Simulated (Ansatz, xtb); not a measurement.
# Isomers of C2H7BO in order of energy

9 gas-phase structures of C2H7BO, found in a search over its isomers (lower ones may exist). Each was relaxed with GFN2-xTB; where two conformers were screened, the lower at r2SCAN-D4/def2-SVP is listed:

A. a singlet given by its coordinates
B. `CCBO`, a singlet
C. `C[O+]1[BH2-]C1`, a singlet
D. `C[C@@H]1[BH2-][OH+]1`, a singlet
E. `[BH3-]/[O+]=C\C`, a singlet
F. `[BH3-]/[O+]=C/C`, a singlet
G. `CBOC`, a singlet
H. `BOCC`, a singlet
I. `CB(C)O`, a singlet

A (Å):

```yaml
atoms:
  - { symbol: C, position_ang: [2.4387, -0.8027, 0.6758] }
  - { symbol: C, position_ang: [1.4241, -1.0390, -0.4295] }
  - { symbol: B, position_ang: [1.2215, -0.9887, 1.7443] }
  - { symbol: O, position_ang: [0.1981, -0.8741, 0.3294] }
  - { symbol: H, position_ang: [1.0470, -2.0724, 2.1689] }
  - { symbol: H, position_ang: [0.9378, -0.0884, 2.4554] }
  - { symbol: H, position_ang: [2.8769, 0.1920, 0.6187] }
  - { symbol: H, position_ang: [3.2484, -1.5255, 0.6762] }
  - { symbol: H, position_ang: [1.4178, -2.0731, -0.7779] }
  - { symbol: H, position_ang: [1.4469, -0.3697, -1.2941] }
  - { symbol: H, position_ang: [-0.0391, 0.0589, 0.3319] }
```

Close contacts (Å): C1–C2 1.52, C1–B3 1.63, C2–O4 1.45, B3–O4 1.75, C1–H7 1.09, C1–H8 1.09, C2–H9 1.09, C2–H10 1.09, B3–H5 1.18, B3–H6 1.18, O4–H11 0.96.

Task: Make a reasoned guess at their ranking by r2SCAN-D4/def2-SVP single-point energy.

Result: Calculated order at r2SCAN-D4/def2-SVP: I (0.0), B (14.1), G (22.5), H (32.6), D (68.7), A (69.3), E (69.7), F (69.8), C (80.7) kcal/mol. Less than 1 kcal/mol parts D and A; A and E; E and F, so the order within those pairs means little.

Energies above the lowest of each column, in kcal/mol; the last columns are at PBE0-D3(BJ)/def2-SVP geometries and were run for some of them only (a dash: not run or not comparable):

| structure | GFN2-xTB | HF/STO-3G | r2SCAN-D4/def2-SVP | PBE0-D3(BJ)/def2-SVP | CCSD(T)/def2-SVP + ΔMP2/def2-TZVPP |
| --- | --- | --- | --- | --- | --- |
| I | 3.8 | 0.0 | 0.0 | 0.0 | 0.0 |
| B | 4.1 | 11.5 | 14.1 | 13.2 | 13.0 |
| G | 5.2 | 9.5 | 22.5 | – | – |
| H | 0.0 | 16.9 | 32.6 | – | – |
| D | 35.5 | 54.0 | 68.7 | – | – |
| A | 39.6 | 49.3 | 69.3 | – | – |
| E | 37.0 | 71.5 | 69.7 | – | – |
| F | 36.1 | 69.8 | 69.8 | – | – |
| C | 38.2 | 56.0 | 80.7 | – | – |

CCSD(T)/def2-SVP + ΔMP2/def2-TZVPP puts I lowest of those it was run on; GFN2-xTB picks H. Flexible structures stand in one conformer each, not always the lowest. Frequencies (PBE0-D3(BJ)/def2-SVP) were run for B, I alone. ΔMP2 is the change of the MP2 energy from the smaller to the larger basis.

Over these structures GFN2-xTB departs from r2SCAN-D4/def2-SVP by 11.7 kcal/mol on average once a common shift is removed. A GFN2-xTB relaxation took about 0.066 s and the r2SCAN-D4/def2-SVP energy about 1.2 s on a shared host (Ansatz 0.2.0, xtb 6.7.1).
